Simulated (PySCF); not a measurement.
# Ionisation energy of Ba⁴⁹⁺ by level of theory

Ba⁴⁹⁺ [He] 2s2 2p3 (4S) → Ba⁵⁰⁺ [He] 2s2 2p2 (3P), as a difference of total energies. All numbers are calculated (PySCF 2.14, the non-relativistic Hamiltonian (point nucleus), in an uncontracted even-tempered set (17 s from 26 bohr⁻², ratio 2.2; 10 p from 33 bohr⁻², ratio 2.2; 5 d from 130 bohr⁻², ratio 2.4; 5 f from 190 bohr⁻², ratio 2.4; 4 g from 280 bohr⁻², ratio 2.4)). Correlated levels: nothing frozen; virtual orbitals above 40 to 60 times the deepest correlated orbital energy dropped. The calculations carry no spin-orbit coupling.

```csv
method,ionisation energy (eV)
UHF,9055.3
LDA,9049.6
PBE,9050.8
PBE0,9052.3
r2SCAN,9055.6
r2SCANh,9055.7
SCS-MP2 (all electrons),9053.4
```

Problem. Estimate what MP2 (all electrons) gives.

Solution. 9054.1 eV, closest to SCS-MP2 (all electrons) among the rows shown.

Problem. Estimate what M06 gives.

Solution. 9056.2 eV, closest to r2SCANh among the rows shown.

Spin-orbit coupling is strong in these open shells (close to jj coupling). The scalar numbers leave it out and a first-order estimate fails, so it can dominate the gap to the real levels.

The gap to the reference is mostly relativistic.

For comparison: 9077 ± 4 eV (theoretical estimate listed by NIST; NIST Atomic Spectra Database, ionization energies).
